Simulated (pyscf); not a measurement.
## H₂Ge=Se (SMILES [GeH2]=[Se]), singlet

Gas-phase minimum from PySCF at ωB97X-D3(BJ)/def2-SVP, one conformer. 

```xyz
4

Ge    -1.2037    -0.4721    -0.0570
Se    -0.5992     0.4599     1.7652
H     -0.5866    -1.7595    -0.6266
H     -2.3147     0.0520    -0.9809
```
Charge 0, spin multiplicity 1.

Bond lengths (Å): Ge1–Se2 2.134, Ge1–H3 1.537, Ge1–H4 1.537. Bond angles (°): Se2–Ge1–H3 124.6, Se2–Ge1–H4 124.7, H3–Ge1–H4 110.7.

Properties at ωB97X-D3(BJ)/def2-SVP:

```yaml
harmonic_wavenumbers_unscaled: 431, 540, 565, 912, 2174, 2180 cm⁻¹
zero_point_energy: 9.7 kcal/mol
rotational_symmetry_number: 2
Entropy of this conformer at 298 K and 1 atm, rigid rotor and harmonic oscillator, modes under 100 cm⁻¹ raised to 100: 271.1 J/(mol K)
dipole_moment: 2.78 D
```

Single-point totals, which compare only within one level (frozen core for MP2 and CC):

```tsv
level	total energy (hartree)
ωB97X-D3(BJ)/def2-TZVP	-4479.64078
PBE/def2-TZVP	-4479.08259
r²SCAN/def2-TZVP	-4479.73830
B3LYP-D3(BJ)/def2-TZVP	-4479.84979
PBE0-D3(BJ)/def2-TZVP	-4479.21442
M06-2X/def2-TZVP	-4479.78249
ωB97M-D3(BJ)/def2-TZVP	-4479.78643
HF/def2-TZVPP	-4476.37893
MP2/def2-TZVPP	-4476.89294
CCSD/def2-TZVPP	-4476.90305
CCSD(T)/def2-TZVPP	-4476.92509
```

The CCSD(T) − MP2 part came from Ansatz, without density fitting, on the same reference. The frozen core leaves the outer d or s,p core shells of the metals and heavy elements correlated in the MP2 and CC values, and def2-TZVPP describes them poorly, so these totals are far from the basis limit. Elements up to Kr have no core potential and no relativistic terms here.
